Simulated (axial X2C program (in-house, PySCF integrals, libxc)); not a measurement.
## ZrCN⁻: properties at the nuclei

Computed with an axial X2C code built on PySCF integrals: two-component X2C with atomic mean-field Coulomb and Gaunt terms, Gaussian nuclei, basis Zr dyall-v3z, C dyall-v3z, N dyall-av3z with contracted cores.

Zr–C–N held linear, with bonds 2.204 and 1.171 Å (near the PBE0 minimum at charge -1 of the determinant lowest at the starting distance; the state shown can have its own minimum elsewhere, held linear; other orders of the atoms were not compared).

Determinant lowest in the PBE0 search, Ω = 1 (⟨Sz⟩ = 1.00, ⟨Lz⟩ = 0.00 at PBE0), spin on the atoms Zr 0.94, C -0.06, N 0.12:

```csv
level,Eeff magnitude (GV/cm),Ws magnitude Zr (kHz),A∥/gI Zr (MHz),qzz Zr (a.u.),A∥/gI C (MHz),qzz C (a.u.),A∥/gI N (MHz),qzz N (a.u.)
PBE0,0.631,0.322,-21.8,-4.13,-16.5,-0.68,-9.15,-0.99
HF,3.4,1.65,21.5,-4.13,-34.3,-0.80,1.16,-1.16
TPSSh,0.835,0.435,-63.3,-4.10,-9.48,-0.67,-9.26,-0.98
```

Determinant 0.04 eV from it at PBE0 and this distance, Ω = 2 (⟨Sz⟩ = -1.00, ⟨Lz⟩ = 3.00 at PBE0), spin on the atoms Zr -1.01, C 0.06, N -0.05:

```json
{"level": "PBE0", "Eeff magnitude (GV/cm)": "0.73", "Ws magnitude Zr (kHz)": "0.184", "A∥/gI Zr (MHz)": "222", "qzz Zr (a.u.)": "-2.06", "A∥/gI C (MHz)": "12.2", "qzz C (a.u.)": "-0.68", "A∥/gI N (MHz)": "18.4", "qzz N (a.u.)": "-1.05"}
{"level": "HF", "Eeff magnitude (GV/cm)": "3.41", "Ws magnitude Zr (kHz)": "0.895", "A∥/gI Zr (MHz)": "167", "qzz Zr (a.u.)": "-1.74", "A∥/gI C (MHz)": "12.6", "qzz C (a.u.)": "-0.79", "A∥/gI N (MHz)": "13.1", "qzz N (a.u.)": "-1.20"}
{"level": "TPSSh", "Eeff magnitude (GV/cm)": "0.751", "Ws magnitude Zr (kHz)": "0.184", "A∥/gI Zr (MHz)": "235", "qzz Zr (a.u.)": "-2.05", "A∥/gI C (MHz)": "11.4", "qzz C (a.u.)": "-0.67", "A∥/gI N (MHz)": "18.8", "qzz N (a.u.)": "-1.03"}
```

Eeff is the effective electric field on the electron electric dipole moment in this Ω state and Ws the scalar–pseudoscalar constant of the nucleus named (defined with the proton number Z and per Ω); A∥ (defined per Ω) follows by multiplying with gI = μI/(I μN); qzz is the electric field gradient, eQq0 = 234.96 MHz × Q/barn × qzz. The operators were transformed with the bare-nucleus X2C matrices; with these basis sets, hyperfine constants and field gradients can be off by tens of per cent, and where levels differ in sign neither size nor sign is settled.

(1) With Q(91Zr) = -0.176 barn, Q(14N) = 0.02044 barn (Q from Pyykkö, Mol. Phys. 2018), turn the PBE0 values of the first state into constants in MHz.

The molecule was held linear; bending was not examined, so a bent shape may lie lower.

Each state is one determinant with collinear spin, which with several unpaired electrons need not be a pure state. Unrestricted Hartree–Fock can overshoot spin polarisation at the nuclei. In the state Ω = 1 the sign of Eeff differs between levels (HF against PBE0). For an anion, determinants above electron detachment, or with a positive highest level, are held by the basis set. With several open shells hyperfine constants can be off by a factor of several. Where Eeff spreads by more than a factor of two the levels disagree and none is to be relied on. Open-shell Ω = 0 determinants with evenly filled partner blocks cannot be reached by this program, so the Ω shown need not be the lowest component. At HF a later determinant lies lower. States lie within half an eV, so the first need not be the ground state. The sign of Ws at Zr differs between levels in the first state. Where a field gradient or hyperfine factor spreads by more than a factor of two over the levels, a constant derived from it is not to be relied on. PBE0 term energies can be off by some tenths of an eV.

## Answers

(1) eQq0(91Zr) = 234.96 × (-0.176) × (-4.13) = 171 MHz; eQq0(14N) = 234.96 × (0.02044) × (-0.99) = -4.75 MHz.
